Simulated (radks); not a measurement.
Question: The platinum anion Pt2-, [Hg], held by a Watson sphere: a shell of charge +2 at radius R that stands for the Madelung well of a crystal (potential energy -2/R inside, -2/r outside, in hartree with lengths in bohr). Calculated with a radial shooting solver on a logarithmic mesh with Libxc functionals: scalar-relativistic Kohn-Sham, LDA (Slater exchange, VWN5 correlation), spin-polarised, spherical densities, point nucleus.

| R (bohr) | e(5p) (eV) | e(6s) (eV) | e(5d) (eV) | <r> 5d (bohr) | sum of <r^2> (bohr^2) | X-ray form factor at sin(theta)/lambda = 0.3 1/angstrom |
|---|---|---|---|---|---|---|
| 3.57 | -53.828 | -5.994 | -4.615 | 1.870 | 87.03 | 58.447 |
| 3.62 | -53.761 | -5.919 | -4.534 | 1.873 | 87.48 | 58.450 |
| 3.63 | -53.747 | -5.904 | -4.518 | 1.874 | 87.57 | 58.450 |
| 4.5 | -52.701 | -4.708 | -3.314 | 1.914 | 95.23 | 58.478 |
| 5.46 | -51.813 | -3.665 | -2.340 | 1.946 | 103.6 | 58.489 |
| 6.64 | -51.042 | -2.740 | -1.518 | 1.982 | 114.7 | 58.498 |

Estimate the row for R = 4.67 bohr.

Answer: e(5p) (eV) -52.524; e(6s) (eV) -4.502; e(5d) (eV) -3.117; <r> 5d (bohr) 1.920; sum of <r^2> (bohr^2) 96.70; X-ray form factor at sin(theta)/lambda = 0.3 1/angstrom 58.481.
